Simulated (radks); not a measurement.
Results of a calculation; reference values are marked as such.
P3-, configuration [Ar]. Code: a radial shooting solver on a logarithmic mesh with Libxc functionals. Model: non-relativistic Kohn-Sham, LDA (Slater exchange, VWN5 correlation), spin-unpolarised, spherical densities, point nucleus; Watson sphere of charge +2.88 and radius 4.46 bohr.

X-ray form factor f0, the Fourier transform of the density (f0(0) = 18):

| sin(theta)/lambda (1/angstrom) | f0 (electrons) |
|---|---|
| 0.05 | 16.534 |
| 0.1 | 13.756 |
| 0.15 | 11.573 |
| 0.2 | 10.188 |
| 0.25 | 9.255 |
| 0.3 | 8.560 |
| 0.4 | 7.524 |
| 0.5 | 6.648 |
| 0.6 | 5.798 |
| 0.8 | 4.258 |
| 1 | 3.110 |
| 1.25 | 2.224 |
| 1.5 | 1.748 |
| 2 | 1.329 |
